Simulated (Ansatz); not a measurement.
One change: `F[Si]1([GeH3])CO1` becomes `O[Si]1(F)CO1`.

Ansatz, PBE0-D4/def2-TZVP geometries, multiplicity 1. Each molecule was computed in one conformer, which needn't be the lowest.

Scalar relativity is left out up to krypton.

```json
{"property": "LUMO energy (PBE0/def2-TZVPP) / eV", "`F[Si]1([GeH3])CO1`": "-0.59"}
{"property": "size of the dipole moment (PBE/def2-TZVPP) / D", "`F[Si]1([GeH3])CO1`": "1.91"}
{"property": "HOMO energy (PBE0/def2-TZVPP) / eV", "`F[Si]1([GeH3])CO1`": "-7.71"}
{"property": "HOMO energy (B3LYP/def2-TZVPP) / eV", "`F[Si]1([GeH3])CO1`": "-7.49"}
{"property": "LUMO energy (ωB97M-V/def2-TZVPP) / eV", "`F[Si]1([GeH3])CO1`": "1.22"}
{"property": "HOMO–LUMO gap (PBE/def2-TZVPP) / eV", "`F[Si]1([GeH3])CO1`": "5.04"}
```

Question: What does the change do to each property? (Estimate.)

Answer: The calculation gave: 
```csv
property,`O[Si]1(F)CO1`,shift
LUMO energy (PBE0/def2-TZVPP) / eV,0.02,0.61
size of the dipole moment (PBE/def2-TZVPP) / D,2.28,0.37
HOMO energy (PBE0/def2-TZVPP) / eV,-7.99,-0.28
HOMO energy (B3LYP/def2-TZVPP) / eV,-7.77,-0.28
LUMO energy (ωB97M-V/def2-TZVPP) / eV,1.68,0.46
HOMO–LUMO gap (PBE/def2-TZVPP) / eV,5.61,0.57
```

With PBE0 the HOMO falls by 0.28 eV and the LUMO rises by 0.61 eV, so the gap widens by about 0.89 eV. PBE moves the HOMO by -0.14 eV and ωB97M-V by -0.39 eV. Dipoles are sizes alone; their direction can turn.

B3LYP here is the variant with VWN-RPA as its local correlation; programs differ in this.
